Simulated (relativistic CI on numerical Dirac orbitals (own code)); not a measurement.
**A ladder of approximations for the levels of In²⁺**

Calculated with a relativistic CI code on KLI orbitals (one set per configuration, finite nucleus), adding one ingredient at a time: step 1, Dirac-Coulomb, each configuration alone; step 2, with Breit and QED terms; step 3, with configuration mixing; step 4, with scaled Slater integrals (0.85); step 5, with a P86 correlation estimate; step 6, tied to the ionisation limit. P86 is a density functional for the correlation energy, evaluated here for each configuration and added to its levels. Step 6 is semi-empirical: configurations made of the next ion and one excited electron move by 7857 cm⁻¹, so that their limit matches the tabulated ionisation energy, and those with a non-penetrating f or g electron also take the P86 value of the least penetrating other one.

Configurations in the expansion (outside the closed core [Kr]): 4d¹⁰5s, 4d¹⁰5p, 4d⁹5s², 4d¹⁰6s, 4d¹⁰5d, 4d¹⁰6p, 4d¹⁰4f, 4d¹⁰7s, 4d¹⁰6d, 4d¹⁰8s, 4d¹⁰7d, 4d¹⁰7p, 4d¹⁰5f, 4d⁹5s4f, 4d⁹5s5p.

Computed minus measured energy above the ground level, in cm⁻¹, for 8 of the 13 excited levels that pair in every step (one J of a term; a digit in brackets numbers repeated terms):

| Configuration | Term | J | Measured | Step 1 | Step 2 | Step 3 | Step 4 | Step 5 | Step 6 |
| --- | --- | --- | --- | --- | --- | --- | --- | --- | --- |
| 4d¹⁰5p | 2P° | 1/2 | 57181 | -3257 | -3363 | -4277 | -4024 | -2526 | 5292 |
| 4d¹⁰6s | 2S | 1/2 | 126874 | -8946 | -9141 | -9021 | -9021 | -6428 | 1423 |
| 4d¹⁰6p | 2P° | 1/2 | 144584 | -9452 | -9662 | -9830 | -9765 | -6719 | 1109 |
| 4d¹⁰4f | 2F° | 5/2 | 161969 | -10510 | -10768 | -10858 | -10811 | -4459 | 1447 |
| 4d¹⁰7s | 2S | 1/2 | 169430 | -10887 | -11119 | -11021 | -11021 | -7189 | 663 |
| 4d¹⁰6d | 2D | 3/2 | 170532 | -10839 | -11091 | -10978 | -10988 | -6962 | 886 |
| 4d¹⁰8s | 2S | 1/2 | 189370 | -11532 | -11775 | -11688 | -11688 | -7180 | 672 |
| 4d¹⁰7d | 2D | 3/2 | 190034 | -11446 | -11701 | -11611 | -11614 | -7131 | 721 |

Mean absolute errors in cm⁻¹, over all paired levels and for the configurations:

```
Configuration, levels  Step 1  Step 2  Step 3  Step 4  Step 5  Step 6
              all, 13    9457    9681    9807    9754    5927    1620
            4d¹⁰5p, 2    3463    3601    4499    4248    2751    5067
            4d¹⁰6s, 1    8946    9141    9021    9021    6428    1423
            4d¹⁰6p, 2    9492    9709    9904    9834    6788    1037
            4d¹⁰4f, 2   10529   10788   10867   10825    4470    1461
            4d¹⁰7s, 1   10887   11119   11021   11021    7189     663
            4d¹⁰6d, 2   10848   11104   10993   11003    6976     872
            4d¹⁰8s, 1   11532   11775   11688   11688    7180     672
            4d¹⁰7d, 2   11453   11709   11620   11623    7140     712
```

Measured levels: Moore, Atomic Energy Levels, vol. III, NSRDS-NBS 35 (1971 reprint of NBS Circular 467, 1958). The analysis dates from before 1960.

Task: What does each ingredient do to the ground and the excited configurations, and where is the model closest to experiment?

Result: Mixing lowers the ground level by 77; relative to it the configurations that move most are 4d¹⁰5p by -898, 4d¹⁰6p by -194, 4d¹⁰6s by +121. The P86 estimate moves 4d¹⁰4f by +6354, 4d¹⁰8s by +4507, 4d¹⁰7d by +4483, and takes the mean absolute error of the excited configurations from 9754 to 5927. Step 6 takes that error from 5927 to 1620; the error more than halves for 4d¹⁰6s, 4d¹⁰6p, 4d¹⁰7s, 4d¹⁰6d, 4d¹⁰8s, 4d¹⁰7d; 4d¹⁰4f gains from the shift and the changed P86 value together; it grows for 4d¹⁰5p. The shift fits the limit, so it does little for low levels whose errors differ from those near the limit. The mean absolute error is lowest at step 6 (1620 cm⁻¹), and the largest single drop is from step 5 to 6 (5927 to 1620).
